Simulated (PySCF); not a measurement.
**Spinor energies of S¹²⁺ (sulfur, charge +12)**

Start: [He] 2s2. Calculated with PySCF 2.14 in an uncontracted even-tempered set (18 s from 0.43 bohr⁻², ratio 2.6; 11 p from 0.55 bohr⁻², ratio 2.6; 7 d from 0.57 bohr⁻², ratio 2.8; 4 f from 13 bohr⁻², ratio 2.8): generalised Hartree-Fock with the X2C-1e Hamiltonian and a Gaussian nucleus; spin-orbit coupling (SO) screened by Boettger's factors.

```tsv
spinor shell	electrons	ε, screened SO (eV)	weight of nominal j (screened SO)	rms radius, screened SO (bohr)
1s1/2	2	-3067.5	1.000	0.111
2s1/2	2	-647.23	1.000	0.447
```

| quantity | screened SO |
| --- | --- |
| E (hartree) | -296.66717 |
| M_J | 0 |
| ⟨J²⟩ | 0.000 |
| ⟨L²⟩ | 0.000 |
| ⟨S²⟩ | 0.000 |
